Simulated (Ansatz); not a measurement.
Geometry optimisation, RKS PBE0/6-31G (Ansatz 0.2.0).

Input:

```yaml
crystal:
  periodic: [false, false, false]
  atoms:
    - { symbol: O, position_ang: [-1.3912, 0.992, 0.6796] }
    - { symbol: Al, position_ang: [-0.0238, -0.0372, 0.2174] }
    - { symbol: O, position_ang: [-0.32416, -1.51382, -0.77597] }
    - { symbol: S, position_ang: [2.08754, 0.42708, 0.82876] }
    - { symbol: H, position_ang: [-1.5024, 1.6791, -0.0946] }
    - { symbol: H, position_ang: [-0.26839, -1.22436, -1.73032] }
    - { symbol: H, position_ang: [1.97118, -0.27883, 2.02198] }
basis:
  gaussian: { orbitals: "6-31G" }
hamiltonian:
  xc: pbe0
relax:
  f_tol: 0.015
  max_steps: 40
output:
  orbitals: {}
```

Run as:

```bash
$ ansatz run input.yaml --threads 1 --pin off --max-ram 2048MiB --backend cpu --events-out ev --progress --plain --runs-dir out
```

**Question.** Where does it end, and by what steps?

**Answer.** The forces met the threshold. Limits of this set-up: no polarisation functions. After 12 steps the energy has fallen by 1.178 eV; H7 moved furthest, 0.94 Å.

| step | energy less start (eV) | largest force component (eV/Å) | accepted |
| --- | --- | --- | --- |
| 0 | 0.0000 | 2.449 | yes |
| 1 | -0.2956 | 1.718 | yes |
| 2 | -0.5623 | 1.988 | yes |
| 3 | -0.8176 | 0.769 | yes |
| 4 | -0.9855 | 0.410 | yes |
| 5 | -1.0467 | 0.338 | yes |
| 6 | -1.0823 | 0.894 | yes |
| 7 | -1.1520 | 0.250 | yes |
| 8 | -1.1710 | 0.172 | yes |
| 9 | -1.1753 | 0.077 | yes |
| 10 | -1.1748 | 0.229 | no |
| 11 | -1.1771 | 0.026 | yes |
| 12 | -1.1776 | 0.006 | yes |

```xyz
7
Properties=species:S:1:pos:R:3
O -0.953 1.115 0.650
Al 0.061 -0.100 0.037
O -0.326 -1.079 -1.271
S 2.016 -0.342 1.103
H -1.799 1.545 0.538
H -0.275 -1.744 -1.946
H 1.825 0.648 2.036
```

Whether the end is a true minimum wasn't checked by a vibrational analysis.

Time of the run: 36 s on 1 thread of Arm Neoverse V1 (shared host), peak memory 0.12 GiB.
